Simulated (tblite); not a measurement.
Species: C₆H₆NOS (doublet state).
Numbering: `[CH3:1][N:2][c:3]1[cH:4][c:5](=[O:6])[cH:7][cH:8][s:9]1` (hydrogens: H10, H11, H12 on C1; H13 on C4; H14 on C7; H15 on C8)
Bond orders are those of one Lewis drawing.

Computed with GFN2-xTB (tblite), gas phase: L-BFGS steps from a force-field or distance-geometry start until the largest atomic force falls under 0.01 eV/Å.

Step 5: E = -708.6860 eV
```
atom  x, y, z in Å  |  force x, y, z in eV/Å
C1      2.8553    0.3424    0.1316   -0.096   0.013   0.061
N2      1.8336   -0.3252   -0.5787   -0.486  -0.228   0.169
C3      0.5708   -0.1368   -0.3878   -0.215   0.098   0.194
C4     -0.3847   -1.1365   -0.6025   -0.010   0.064  -0.051
C5     -1.8122   -1.0942   -0.3185    0.072  -0.078  -0.084
O6     -2.5119   -2.0812   -0.5489    0.138  -0.070  -0.059
C7     -2.4190    0.1194    0.2126   -0.009   0.028  -0.011
C8     -1.7473    1.2426    0.4923    0.073  -0.041  -0.006
S9     -0.0370    1.4666    0.3058    0.033  -0.334  -0.028
H10     3.1568    1.2922   -0.3104   -0.196   0.166  -0.223
H11     2.5503    0.5417    1.1590   -0.052   0.191   0.193
H12     3.7420   -0.2830    0.1403    0.097  -0.245  -0.125
H13    -0.0575   -2.1125   -0.9658    0.121   0.381   0.057
H14    -3.4966    0.0499    0.3672    0.348   0.126  -0.021
H15    -2.2472    2.1224    0.8818    0.183  -0.072  -0.065
```

Step 6: E = -708.7183 eV
```
atom  x, y, z in Å  |  force x, y, z in eV/Å
C1      2.8463    0.3460    0.1328   -0.159  -0.139  -0.042
N2      1.8178   -0.3491   -0.5548   -0.303   0.124   0.236
C3      0.5587   -0.1240   -0.3782   -0.075  -0.044   0.176
C4     -0.3855   -1.1324   -0.6082   -0.074   0.143   0.027
C5     -1.8105   -1.1022   -0.3258    0.105   0.175   0.020
O6     -2.5028   -2.0897   -0.5540   -0.049  -0.247  -0.096
C7     -2.4151    0.1151    0.2112    0.053  -0.014  -0.066
C8     -1.7378    1.2348    0.4883    0.071   0.106   0.057
S9     -0.0290    1.4794    0.3192   -0.008  -0.526  -0.141
H10     3.1443    1.2948   -0.3214   -0.269   0.047  -0.183
H11     2.5493    0.5511    1.1636   -0.006   0.174   0.108
H12     3.7245   -0.2906    0.1264    0.160  -0.168  -0.039
H13    -0.0444   -2.1039   -0.9668    0.127   0.369   0.023
H14    -3.4925    0.0582    0.3688    0.340   0.091  -0.032
H15    -2.2277    2.1204    0.8770    0.086  -0.091  -0.048
```

Task: Estimate the geometry and energy of step 7. (The exact step hangs on the optimiser's Hessian estimate; all steps are aligned on step 6, rigid shifts and turns removed.)

Result: E = -708.7451 eV, largest force 0.499 eV/Å
```
atom  x, y, z in Å  |  force x, y, z in eV/Å
C1      2.8371    0.3463    0.1334   -0.141  -0.186  -0.056
N2      1.8005   -0.3669   -0.5309   -0.088   0.329   0.234
C3      0.5445   -0.1141   -0.3663    0.122  -0.123   0.149
C4     -0.3885   -1.1260   -0.6123   -0.135   0.122   0.063
C5     -1.8076   -1.1066   -0.3318   -0.054   0.088   0.026
O6     -2.4949   -2.1000   -0.5597   -0.039  -0.110  -0.053
C7     -2.4085    0.1128    0.2088    0.008  -0.155  -0.122
C8     -1.7293    1.2276    0.4853    0.121   0.299   0.118
S9     -0.0225    1.4792    0.3274   -0.013  -0.474  -0.155
H10     3.1283    1.2976   -0.3341   -0.327  -0.134  -0.108
H11     2.5484    0.5624    1.1695    0.067   0.125  -0.038
H12     3.7124   -0.2999    0.1139    0.098  -0.027   0.027
H13    -0.0309   -2.0892   -0.9671    0.132   0.284  -0.026
H14    -3.4830    0.0670    0.3695    0.241   0.053  -0.031
H15    -2.2103    2.1178    0.8725    0.009  -0.090  -0.028
```

The energy changes by -0.0268 eV. The first-order estimate −F·Δx gives -0.0376 eV and the mean of the old and new forces, exact on a quadratic surface, -0.0268 eV. The step makes an angle of 58° with the force vector and moves no atom by more than 0.034 Å.

What follows is the cost of the whole relaxation. Hardware: one thread, AMD EPYC 9R45 (x86_64), no GPU, shared host. Cost: 0.52 s of wall time.
